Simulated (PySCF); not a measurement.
# Ionising InN

ROHF-CCSD(T); In cc-pVDZ-PP with ECP28, N cc-pVDZ; scalar-relativistic core potentials (PySCF 2.14). Neutral (ROHF): triplet (π ↑↑), Re = 2.249 Å, ωe = 422 cm⁻¹, De = 1.11 eV.

InN⁺ (UHF): quartet (σ ↑, π ↑↑), Re = 3.199 Å, ωe = 80.2 cm⁻¹, De = 0.09 eV to In⁺ + N. The energies at the minima are -243.78477 hartree for InN and -243.54825 for InN⁺.

(1) Work out the adiabatic ionisation energy, without and with harmonic zero-point energies (1 hartree = 27.2114 eV, 1 eV = 8065.5 cm⁻¹), and the change of the bond length.

Correlated steps freeze 5 core orbitals. UHF and ROHF references stand side by side, which adds small steps between rows. Weak bonds: InN⁺. Basis-set superposition, not corrected here, can be much of De in a small basis, most of all at correlated wavefunction levels. These are scalar-relativistic numbers at best; spin–orbit coupling would shift them, the dissociation energy most. For an ion De counts to the pair picked by the measured ionisation energies or electron affinities, which need not be the lowest pair at this level. States were picked by a PBE0 search and need not be the measured ground states.

Neutral and ion stand on different kinds of reference determinant, which adds to the error of the difference.

## Answers

(1) At CCSD(T): 0.23652 hartree = 6.436 eV between the minima; the zero-point term (80.2 − 422.0)/2 cm⁻¹ = -0.021 eV makes it 6.415 eV. Re changes by +95.0 pm against the neutral. The electron leaves a σ orbital, and the ion is left as a loose complex of an ion and an atom.
